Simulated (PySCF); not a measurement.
**Spin states of SbS**

Unrestricted PBE0; basis Sb x2c-SVPall, S x2c-SVPall; spin-free X2C with a Gaussian nucleus; PySCF 2.14. Outer shells of the fragments: Sb 4d10 5s2 5p3; S 3s2 3p4.

Followed along the bond (rough minima from three points):

```tsv
2Ms+1	unpaired	⟨S²⟩ at the start	R at minimum (Å)	Te (eV)
2	π ↑	0.79	2.23	0.00
4	π ↑↑↑	3.76	none in the scan	≤ 1.37
6	σ ↑, π ↑↑↑↑	8.75	none in the scan	≤ 5.09
```

Solutions found at the starting distance of 2.350 Å, counted from the lowest of them; the search is not exhaustive and high or unbound solutions are not listed, so other states can lie among these:

```
2Ms+1   unpaired   term  E (eV)  ⟨S²⟩  ⟨Lz²⟩  μ (D)
    2        π ↑     ²Π    0.00  0.79   1.00  -2.71
    4      π ↑↑↑     ⁴Π    1.31  3.76   1.00  -0.96
    2      π ↑↑↓  mixed    1.67  1.76   3.02  -0.98
    4  σ ↑, π ↑↑    ⁴Σ⁻    2.41  3.76   0.00  -2.26
    2  σ ↓, π ↑↑  mixed    2.86  1.76   0.00  -2.29
    2        π ↑  mixed    2.87  0.75   3.01  -1.05
    2  σ ↑, π ↑↓  mixed    2.90  1.76   2.01  -2.13
    4  σ ↑, π ↑↑  mixed    4.51  3.76   2.01  -0.53
    4  σ ↑, π ↑↑  mixed    4.95  3.75   2.01  -0.92
    2  σ ↓, π ↑↑  mixed    4.98  1.76   2.01  -0.50
```

A term symbol is given only where ⟨S²⟩ and ⟨Lz²⟩ are close to those of a pure state; real π, δ and φ orbitals otherwise mix terms. A positive dipole means Sb(−)S(+).

Spin–orbit coupling is left out. Counting both spins, an empty level lies below a filled one in some of these solutions, because spin and occupation are held.
